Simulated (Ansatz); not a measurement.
`O[SiH2]C[SiH](O)O` + `OBF` → `O[SiH2]B(O)F` + `C[SiH](O)O`  (formal exchange of groups at the Si–C bond)

Isolated molecules relaxed with PBE0-D4/def2-TZVP in Ansatz; ΔE leaves out vibrations. CCSD(T)/CBS is the MP2 limit (def2-TZVPP, def2-QZVPP) plus CCSD(T) − MP2 in def2-TZVPP, frozen cores. This one scheme is used for every species. Each species was taken in one conformer, which may not be the lowest.

CCSD(T)/CBS gives +50.9 kJ/mol.

Question: Another level gave +49.2 kJ/mol. Which?
A. SCS-MP2/def2-TZVPP
B. CCSD/def2-TZVPP
C. HF/def2-TZVPP
D. MP2/def2-TZVPP

Answer: B. CCSD/def2-TZVPP 49.2, HF/def2-TZVPP 44.0, MP2/def2-TZVPP 58.1, SCS-MP2/def2-TZVPP 53.3 kJ/mol.

Largest T1 diagnostic among the species: 0.013.

In def2-TZVPP, CCSD(T) changes the Hartree–Fock value by +6.8 kJ/mol (the triples alone add +1.5 kJ/mol) and MP2 by +14.1 kJ/mol. The D4 term adds +9.0 kJ/mol with B3LYP and +5.0 kJ/mol with PBE0; it sums over pairs of atoms, weighted by their polarisabilities, and B3LYP, whose exchange is more repulsive, gets the larger term. From PBE to PBE0 (25 % exact exchange), in def2-TZVPP and without D4, ΔE moves by +5.3 kJ/mol.

B3LYP here is the variant with VWN-RPA as its local correlation; programs differ in this.
